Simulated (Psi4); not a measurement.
CH₅FSn (SMILES [CH3][SnH2][F]), singlet, at a GFN2-xTB geometry (such geometries of metal compounds can be far from the true shape) (core potentials on Sn); CAM-B3LYP/def2-QZVP (Psi4).

Psi4 was given this input:
```
memory 2 GB

molecule {
0 1
  Sn    0.17843374    0.21041789    0.15003948
  C    -1.94829723   -0.13574698    0.09377642
  F     0.87343351   -1.17463322   -1.03170911
  H     0.79469736    1.60110050   -0.58301366
  H     1.02066566   -0.12554989    1.57443729
  H    -2.14956864   -1.12845635    0.48375043
  H    -2.47928693    0.60144035    0.68412054
  H    -2.27931238   -0.08324851   -0.93854506
}

set basis def2-qzvp

energy('cam-b3lyp')
print_variables()
```

What the program printed (banner, timings and long lists left out):

```
   => Loading Basis Set <=

    Name: DEF2-QZVP
    Role: ORBITAL
    Keyword: BASIS

    !!!  WARNING: ECP capability is in beta. Please check occupations closely.  !!!

         ---------------------------------------------------------
                                   SCF
               by Justin Turney, Rob Parrish, Andy Simmonett
                          and Daniel G. A. Smith
                              RKS Reference
         ---------------------------------------------------------

  ==> Geometry <==

    Molecular point group: c1
    Full point group: C1

    Geometry (in Angstrom), charge = 0, multiplicity = 1:

       Center              X                  Y                   Z               Mass
    ------------   -----------------  -----------------  -----------------  -----------------
         SN           0.117665280416     0.196588790618     0.145262907989   119.902201630000
         C           -2.009065689584    -0.149576079382     0.088999847989    12.000000000000
         F            0.812665050416    -1.188462319382    -1.036485682011    18.998403162730
         H            0.733928900416     1.587271400618    -0.587790232011     1.007825032230
         H            0.959897200416    -0.139378989382     1.569660717989     1.007825032230
         H           -2.210337099584    -1.142285449382     0.478973857989     1.007825032230
         H           -2.540055389584     0.587611250618     0.679343967989     1.007825032230
         H           -2.340080839584    -0.097077609382    -0.943321632011     1.007825032230

  Running in c1 symmetry.

  Rotational constants: A =      0.31303  B =      0.17544  C =      0.12125 [cm^-1]
  Rotational constants: A =   9384.36682  B =   5259.66743  C =   3634.90054 [MHz]
  Nuclear repulsion =  141.711046002064592

  Charge       = 0
  Multiplicity = 1
  Electrons    = 42
  Nalpha       = 21
  Nbeta        = 21

  ==> Algorithm <==

  SCF Algorithm Type is DF.
  DIIS enabled.
  MOM disabled.
  Fractional occupation disabled.
  Guess Type is SAD.
  Energy threshold   = 1.00e-06
  Density threshold  = 1.00e-06
  Integral threshold = 1.00e-12

  ==> Primary Basis <==

  Basis Set: DEF2-QZVP
    Blend: DEF2-QZVP
    Number of shells: 106
    Number of basis functions: 346
    Number of Cartesian functions: 423
    Spherical Harmonics?: true
    Max angular momentum: 4

  Core potential: DEF2-QZVP
    Number of shells: 4
    Number of ECP primitives: 18
    Number of ECP core electrons: 28
    Max angular momentum: 3

  ==> DFT Potential <==

   => LibXC <=

    Version 7.1.2
    S. Lehtola, C. Steigemann, M. J. T. Oliveira, and M. A. L. Marques,  SoftwareX 7, 1–5 (2018) (10.1016/j.softx.2017.11.002)

   => Composite Functional: CAM-B3LYP <=

    CAM-B3LYP Hyb-GGA Exchange-Correlation Functional

    T. Yanai, D. P. Tew, and N. C. Handy,  Chem. Phys. Lett. 393, 51 (2004) (10.1016/j.cplett.2004.06.011)

    Deriv               =              1
    GGA                 =           TRUE
    Meta                =          FALSE

    Exchange Hybrid     =           TRUE
    MP2 Hybrid          =          FALSE

   => Exchange Functionals <=

    0.3500         Becke 88 [omega = 0.3300]
    0.4600   Short-range recipe for B88 functional - erf [omega = 0.3300]

   => Exact (HF) Exchange <=

    0.4600            HF,LR [omega = 0.3300]
    0.1900               HF

   => Correlation Functionals <=

    0.1900   Vosko, Wilk & Nusair (VWN5)
    0.8100   Lee, Yang & Parr

   => LibXC Density Thresholds  <==

    XC_HYB_GGA_XC_CAM_B3LYP:  1.00E-14

   => Molecular Quadrature <=

    Radial Scheme          =       TREUTLER
    Pruning Scheme         =           NONE
    Nuclear Scheme         =       TREUTLER

    Blocking Scheme        =         OCTREE
    BS radius alpha        =              1
    Pruning alpha          =              1
    Radial Points          =             75
    Spherical Points       =            302
    Total Points           =         174542
[...]

  SCF_SUBTYPE=INCORE selected. In-core MEM_DF algorithm will be used.
  Using in-core AOs.

  ==> MemDFJK: Density-Fitted J/K Matrices <==

    J tasked:                   Yes
    K tasked:                   Yes
    wK tasked:                  Yes
    Omega:                3.300E-01
    Algorithm:                 Core
    Schwarz Cutoff:           1E-12
    Mask sparsity (%):       8.0474
    Fitting Condition:        1E-10

   => Auxiliary Basis Set <=

  Basis Set: (DEF2-QZVP AUX)
    Blend: DEF2-UNIVERSAL-JKFIT
    Number of shells: 126
    Number of basis functions: 460
    Number of Cartesian functions: 591
    Spherical Harmonics?: true
    Max angular momentum: 5

  Minimum eigenvalue in the overlap matrix is 1.1275014314E-04.
  Reciprocal condition number of the overlap matrix is 1.2453698336E-05.
    Using symmetric orthogonalization.

  ==> Pre-Iterations <==

  SCF Guess: Superposition of Atomic Densities via on-the-fly atomic UHF (no occupation information).

   -------------------------
    Irrep   Nso     Nmo
   -------------------------
     A        346     346
   -------------------------
    Total     346     346
   -------------------------

  ==> Iterations <==

                           Total Energy        Delta E     RMS |[F,P]|

   @DF-RKS iter SAD:  -353.36685015509943   -3.53367e+02   0.00000e+00
   @DF-RKS iter   1:  -354.88598848158347   -1.51914e+00   2.82063e-03 ADIIS/DIIS
   @DF-RKS iter   2:  -354.87885285720722    7.13562e-03   2.97654e-03 ADIIS/DIIS
   @DF-RKS iter   3:  -355.27630941039024   -3.97457e-01   5.21963e-04 ADIIS/DIIS
   @DF-RKS iter   4:  -355.28492363039169   -8.61422e-03   1.35505e-04 ADIIS/DIIS
   @DF-RKS iter   5:  -355.28556439887615   -6.40768e-04   4.13991e-05 DIIS
   @DF-RKS iter   6:  -355.28563671645117   -7.23176e-05   8.19938e-06 DIIS
   @DF-RKS iter   7:  -355.28564022992060   -3.51347e-06   1.56849e-06 DIIS
   @DF-RKS iter   8:  -355.28564040699860   -1.77078e-07   5.19508e-07 DIIS
  Energy and wave function converged.

  ==> Post-Iterations <==

   Electrons on quadrature grid:
      Ntotal   =   42.0000305924 ; deviation = 3.059e-05

    Orbital Energies [Eh]
    ---------------------

    Doubly Occupied:

[...]
    Virtual:

[...]
     346A    285.025044

    Final Occupation by Irrep:
              A
    DOCC [    21 ]
    NA   [    21 ]
    NB   [    21 ]

  @DF-RKS Final Energy:  -355.28564040699860

   => Energetics <=

    Nuclear Repulsion Energy =            141.7110460020645917
    One-Electron Energy =                -852.7303081576321802
    Two-Electron Energy =                 381.7053226161886528
    DFT Exchange-Correlation Energy =     -25.9717008676196208
    Empirical Dispersion Energy =           0.0000000000000000
    VV10 Nonlocal Energy =                  0.0000000000000000
    Total Energy =                       -355.2856404069985956

Computation Completed

Properties will be evaluated at   0.000000,   0.000000,   0.000000 [a0]

Properties computed using the SCF density matrix

 Multipole Moments:

 ------------------------------------------------------------------------------------
     Multipole            Electronic (a.u.)      Nuclear  (a.u.)        Total (a.u.)
 ------------------------------------------------------------------------------------

 L = 1.  Multiply by 2.5417464519 to convert [e a0] to [Debye]
 Dipole X            :         13.4444449          -14.2644460           -0.8200011
 Dipole Y            :         13.0285949          -12.2312965            0.7972984
 Dipole Z            :          9.0427675           -8.3180479            0.7247196
 Magnitude           :                                                    1.3539960

 ------------------------------------------------------------------------------------

  Variable Map:
  ----------------------------------------------------------------------------
[...]
  Array Variable Map:
  ----------------------------------------------------------------------------
[...]
[...]
```
